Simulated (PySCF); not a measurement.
TaF4, SMILES [F][Ta]([F])([F])[F] (connectivity only; charge and spin as stated), neutral, multiplicity 2. Geometry optimised at PBE-D3(BJ)/def2-SVP. The spin state was assumed, not searched. The isomer is the one that the SMILES or the coordinates give; other isomers of the formula were not compared. The def2 effective core potentials stand for the cores of Ta; spin–orbit coupling is left out.

The numbers are results of PBE-D3(BJ)/def2-SVP (PySCF), not measurements.

Harmonic wavenumbers (cm⁻¹): 146, 146, 162, 167, 223, 670, 682, 682, 690. Rotational constants (GHz): 3.363, 3.363, 2.125; symmetry number 4.

**Question.** Work out the zero-point energy and the ideal-gas rigid-rotor harmonic-oscillator thermochemistry at 298.15 K and 1 atm.

**Answer.** ZPE = ½ Σ hcν = ½ × 3570 cm⁻¹ = 5.10 kcal/mol. H − E(el) = 9.70 kcal/mol. Entropy in cal/(mol K): translation 42.53, rotation 24.24, vibration 13.68, spin 1.38, total 81.83. G − E(el) = -14.70 kcal/mol. Cp = 20.80 cal/(mol K). Modes under 150 cm⁻¹ make the vibrational entropy uncertain.
